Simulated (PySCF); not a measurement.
P₂F₄.
Bonds: F1–P2, P2–F3, P2–P4, P4–F5, P4–F6.

Computed geometry: GFN2-xTB, gas phase.

Q: List the bond lengths, angles and torsions at this level.

A: 
```csv
bond,length (Å)
F1–P2 and 3 like bonds,1.619
P2–P4,2.264
```

Bonds in one row agree within 0.01 Å and their mean is given. A selection of angles:
```csv
angle,degrees
F1–P2–F3,94.3
F1–P2–P4,93.4
```

Torsions: F1–P2–P4–F5 180° (antiperiplanar).

All 4 F–P bonds measure 1.619 to 1.620 Å. P2 (three-coordinate phosphorus) is pyramidal (angles 94.3°, 93.5° and 93.4°, sum 281.2°, 0.95 Å off the plane of its three neighbours).

Point group: C2h (tolerance 0.08 Å). No GFN2-xTB frequencies stand behind this structure, so it isn't proved a minimum. The numbers are those of one conformer.

***

Species: WO₄ (charge -2 and singlet state).
Atom-mapped SMILES: `[O:1]=[W:2](=[O:3])([O-:4])[O-:5]`

Computed, not measured: PySCF 2.14.0, PBE0-D3(BJ)/def2-SVP geometry optimisation, gas phase, def2 core potentials past Kr.

Task: Give the optimised bond lengths and angles.

Result: 
```
                  bond  length (pm)
O1=W2 and 3 like bonds        179.2
```

Bonds in one row agree within 1 pm and their mean is given. A selection of angles:
```
   angle  degrees
O1–W2–O3    109.4
```

All 4 O–W bonds measure 1.792 to 1.793 Å. W2 (tungsten bonded to 4 O) is tetrahedral (angles from 109.4° to 109.6°).

Point group: Td (every atom within 0.08 Å of its image). Whether it is a minimum is left open (no frequencies). Whether so highly charged an anion holds all its electrons in the gas phase wasn't checked; a finite basis holds them in any case. No counter-ion or solvent screens the charge of this multiply charged ion. The geometry's basis has no diffuse functions, a weakness for an anion.

***

Species: H6SeSi2.
SMILES with atom numbers: `[SiH3:1][Se:2][SiH3:3]` (hydrogens: H4, H5, H6 on Si1; H7, H8, H9 on Si3)

Theory: PBE0-D3(BJ)/def2-SVP geometry optimisation, gas phase (PySCF 2.14.0).

Task: Give the optimised bond lengths and angles.

Result: 
```csv
bond,length (bohr)
"Si1–Se2, Se2–Si3",4.319
Si1–H4 and 5 like bonds,2.820
```

Bonds in one row agree within 0.02 bohr and their mean is given. A selection of angles:
```csv
angle,degrees
Se2–Si1–H4,110.9
Se2–Si1–H5,106.0
H4–Si1–H5,110.1
Si1–Se2–Si3,95.7
```

Si1 (SiH3 silicon) is tetrahedral (angles from 106.0° to 110.9°).

Point group: near C2v, missed by 0.15 Å at most; the miss may be what the optimiser left on a soft mode (C2 holds within 0.08 Å). No frequency check.

***

1-bromo-2,2-difluoroethylene, C₂HBrF₂.
SMILES with atom numbers: `[F:1][C:2]([F:3])=[CH:4][Br:5]` (hydrogens: H6 on C4)

Computed, not measured: PBE0-D3(BJ)/def2-SVP geometry optimisation, gas phase (PySCF 2.14.0).

Task: What internal coordinates does the optimisation give?

Result: 
```
  bond  length (bohr)
 F1–C2          2.463
 C2–F3          2.473
 C2=C4          2.513
C4–Br5          3.520
 C4–H6          2.058
```

A selection of angles:
```
    angle  degrees
 F1–C2–F3    111.2
 F1–C2–C4    125.6
 F3–C2–C4    123.2
C2–C4–Br5    122.5
 C2–C4–H6    120.0
Br5–C4–H6    117.5
```

Torsions: F1–C2–C4–Br5 0° (synperiplanar).

The 5 heavy atoms lie in one plane (0.000 Å rms).

Point group: Cs (every atom within 0.08 Å of its image). Whether it is a minimum is left open (no frequencies).
